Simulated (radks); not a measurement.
Results of a calculation; reference values are marked as such.
Question: The table gives one normalised radial function P(r) = r R(r) (large component) of Ge+ in [Ar] 3d10 4s2 4p1 (r in bohr). Level of theory: Dirac Kohn-Sham, LDA (Slater exchange, Perdew-Zunger correlation), spin-unpolarised, spherical densities, finite nucleus; open shells fill j = l - 1/2 first; Fermi nuclear charge, rms radius 4.0742 fm (a radial shooting solver on a logarithmic mesh with Libxc functionals).

| r | P |
|---|---|
| 0.00211 | 0.0000 |
| 0.002456 | 0.0000 |
| 0.002836 | 0.0000 |
| 0.003302 | 0.0000 |
| 0.003813 | 0.0000 |
| 0.004439 | 0.0000 |
| 0.005127 | 0.0001 |
| 0.005969 | 0.0001 |
| 0.006893 | 0.0002 |
| 0.008025 | 0.0002 |
| 0.009268 | 0.0004 |
| 0.01079 | 0.0006 |
| 0.01246 | 0.0008 |
| 0.01451 | 0.0013 |
| 0.01675 | 0.0019 |
| 0.0195 | 0.0029 |
| 0.02252 | 0.0042 |
| 0.02622 | 0.0064 |
| 0.03028 | 0.0094 |
| 0.03525 | 0.0140 |
| 0.04071 | 0.0203 |
| 0.0474 | 0.0298 |
| 0.05474 | 0.0426 |
| 0.06372 | 0.0615 |
| 0.07359 | 0.0860 |
| 0.08567 | 0.1210 |
| 0.09894 | 0.1648 |
| 0.1152 | 0.2246 |
| 0.133 | 0.2959 |
| 0.1549 | 0.3876 |
| 0.1788 | 0.4898 |
| 0.2082 | 0.6112 |
| 0.2405 | 0.7343 |
| 0.2799 | 0.8642 |
| 0.3233 | 0.9774 |
| 0.3764 | 1.0742 |
| 0.4346 | 1.1334 |
| 0.506 | 1.1532 |
| 0.5844 | 1.1285 |
| 0.6803 | 1.0591 |
| 0.7857 | 0.9596 |
| 0.9146 | 0.8296 |
| 1.056 | 0.6939 |
| 1.23 | 0.5490 |
| 1.42 | 0.4196 |
| 1.653 | 0.2991 |
| 1.909 | 0.2047 |
| 2.223 | 0.1277 |
| 2.567 | 0.0756 |
| 2.989 | 0.0395 |
| 3.451 | 0.0192 |
| 4.018 | 0.0079 |
| 4.64 | 0.0029 |
| 5.402 | 0.0009 |
| 6.239 | 0.0002 |
| 7.263 | 0.0000 |
| 8.388 | 0.0000 |
| 9.765 | 0.0000 |
| 11.28 | 0.0000 |
| 13.13 | 0.0000 |
| 15.16 | 0.0000 |
| 17.65 | 0.0000 |

Which n and l does it have? It may be an empty orbital.

Answer: n = 3, l = 2: the number of nodes gives n - l - 1 = 0, the rise at small r points to l (for j = l - 1/2 the large component starts outside the nucleus as r^gamma with gamma = sqrt(l^2 - (Z/c)^2) = 1.99 and the r^(l+1) term takes over further out; the orbital of l - 1 with the same j starts with the same power, but with a larger coefficient, and does not steepen), and the extent must fit the shell. The curve is that of 3d3/2; the two j differ most near the nucleus, where j = l - 1/2 has the larger amplitude, and in heavy atoms j = l - 1/2 is also the more compact. 3d3/2: eigenvalue -38.874 eV, 0 radial nodes, <r> = 0.732 bohr, 90 % of the charge inside 1.24 bohr.
